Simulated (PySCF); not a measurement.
SMILES OB(O)[Si](O)(C)O at its B3LYP/def2-SVP optimised geometry (Å):

```
14

Si    -0.2089    -0.1195     0.0000
C      1.6749    -0.1195     0.0000
O     -0.7340     1.4751     0.0000
O     -0.8157    -0.9133     1.3675
B     -1.1535    -1.2394    -1.3970
O     -0.9222    -1.1351    -2.7331
O     -2.0541    -2.1540    -0.9359
H      2.0931     0.4639     0.8393
H      2.0691    -1.1458     0.0792
H      2.0607     0.3151    -0.9375
H     -0.0823     2.1540     0.2078
H     -0.6616    -0.5272     2.2379
H     -1.4679    -1.7570    -3.2388
H     -2.0931    -2.1265     0.0338
```

Method: B3LYP/def2-TZVP (PySCF). Cells within 0.4 Å of a nucleus heavier than hydrogen are left out (blank, or x).

Map of the LUMO amplitude (bohr^(-3/2)) on the plane z = 0.0 Å; orbital energy -0.24 eV, overall sign arbitrary:

```
|444444444444444444444444444|
|444444444444444444444444444|
|444444444443333344444444444|
|444444444433333334444444444|
|444444444433222233444444444|
|444444444433211233444444444|
|444444444443211223344444444|
|444444444455422223344455554|
|4444444445xx853333444555555|
|4444443345xxx64333445555555|
|444443333469864334455555555|
|444433322234543334556555555|
|444433221112543334566555555|
|444433221001xx333xx65555555|
|444433221002xx654xx44555555|
|444443322235898753233445555|
|444444433347999764323444555|
|444444444467898765333444444|
|444555554567888765444444444|
|444555544456777665544444444|
|444555443456666665554444444|
|444454433455666655555444444|
|444444444445555555555444444|
|444444444445555555555444444|
|444444444445555555555444444|
|444444444445555555554444444|
|444444444455555555544444444|
```
Scale: ten equal steps from -0.088 (start of '0') to 0.089 (end of '9'), in the order '0123456789'; x runs from -4.50 to 4.50, y from -4.50 (bottom) to 4.50 (top).
